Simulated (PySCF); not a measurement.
Task: Write Cartesian coordinates for [Cu(OAc)2]- (`CC(=O)[O][Cu-][O]C(C)=O`) as optimised with PBE0-D3(BJ)/def2-SVP. (Charge -1 and singlet state.)

Result: 
```
atom  x, y, z in Å
Cu1   -0.0054   -0.0033    0.0037
O2     0.0385    0.0965    1.8693
C3     0.2492    1.2284    2.4353
C4     0.2541    1.1359    3.9622
O5     0.4351    2.3079    1.8865
H6     0.4514    2.1179    4.4129
H7     1.0180    0.4128    4.2883
H8    -0.7160    0.7504    4.3129
O9    -0.0449   -0.1089   -1.8622
C10   -0.2551   -1.2401   -2.4295
C11   -0.2576   -1.1451   -3.9564
O12   -0.4413   -2.3205   -1.8828
H13   -0.4615   -2.1251   -4.4084
H14    0.7170   -0.7682   -4.3047
H15   -1.0143   -0.4147   -4.2830
```

Any rigid rotation of these coordinates is as good. Atoms count from 1 in this order. Cu1 (copper bonded to 2 O) is linear (angle 179.8°). C3 (carbon bonded to C and 2 O) is planar (angles 127.2°, 120.0° and 112.8°, sum 360.0°, 0.00 Å off the plane of its three neighbours). The 9 heavy atoms lie in one plane (0.001 Å rms). The C–O distances run from 1.225 Å (C3–O5) to 1.283 Å (O2–C3), a spread of 0.058 Å.

Bonds between heavy atoms (Å): Cu1–O2 1.869, Cu1–O9 1.869, O2–C3 1.283, C3–C4 1.530, C3–O5 1.225, O9–C10 1.283, C10–C11 1.530, C10–O12 1.225.

Computed, not measured: PySCF, PBE0-D3(BJ)/def2-SVP geometry optimisation, gas phase.

Point group: C2h (tolerance 0.08 Å). Whether it is a minimum is left open (no frequencies). The geometry's basis has no diffuse functions, a weakness for an anion. Torsions: Cu1–O2–C3–C4 180°, Cu1–O9–C10–C11 180°.
